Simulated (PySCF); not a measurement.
## Two-component Hartree-Fock for Se³⁰⁺ (selenium, charge +30)

Start: [He] 2s2. Calculated with PySCF 2.14 in an even-tempered Gaussian basis (17 s from 2.6 bohr⁻², ratio 2.6; 12 p from 3.4 bohr⁻², ratio 2.6; 7 d from 3.4 bohr⁻², ratio 2.8; 4 f from 69 bohr⁻², ratio 2.8): generalised Hartree-Fock with the X2C-1e Hamiltonian and a Gaussian nucleus; spin-orbit coupling (SO) screened by Boettger's factors.

| spinor shell | electrons | ε, screened SO (eV) | weight of nominal j (screened SO) | rms radius, screened SO (bohr) |
| --- | --- | --- | --- | --- |
| 1s1/2 | 2 | -15021.8 | 1.000 | 0.0503 |
| 2s1/2 | 2 | -3501.7 | 1.000 | 0.196 |

| quantity | screened SO |
| --- | --- |
| E (hartree) | -1414.81664 |
| M_J | 0 |
| ⟨J²⟩ | 0.000 |
| ⟨L²⟩ | 0.000 |
| ⟨S²⟩ | 0.000 |
